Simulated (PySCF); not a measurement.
Trend along the halogens: MPb molecules

HF with triple-zeta basis sets in PySCF, for the lowest determinant that a PBE0 search found; no spin–orbit coupling. De refers to high-spin ground-configuration atoms. A positive dipole means M(−)Pb(+).

```tsv
M	basis	reference	state (unpaired electrons)	Re (Å)	ωe (cm⁻¹)	De (eV)	μ (D)
F	x2c-TZVPPall	UHF	doublet (π ↑)	2.036	537	2.56	3.89
Cl	x2c-TZVPPall	UHF	doublet (π ↑)	2.484	307	2.41	4.18
Br	def2-TZVPP	UHF	doublet (π ↑)	2.644	204	2.18	4.31
I	def2-TZVPP	UHF	doublet (π ↑)	2.850	157	1.78	4.20
```

(1) By what factor does the well depth vary along the series?

The rows differ in basis set, which adds steps of its own.

Down a group the atoms grow and get heavier, so bonds lengthen and wavenumbers fall; this series shows no clear exception.

These are scalar-relativistic numbers at best; spin–orbit coupling would shift them, the dissociation energy most. Hartree–Fock leaves out correlation, which carries a large part of most bond energies and some tenths to 1 eV of ionisation energies. States were picked by a PBE0 search and need not be the measured ground states.

Answers

(1) At HF it runs from 1.78 eV (PbI) to 2.56 eV (PbF), a factor of 1.44.
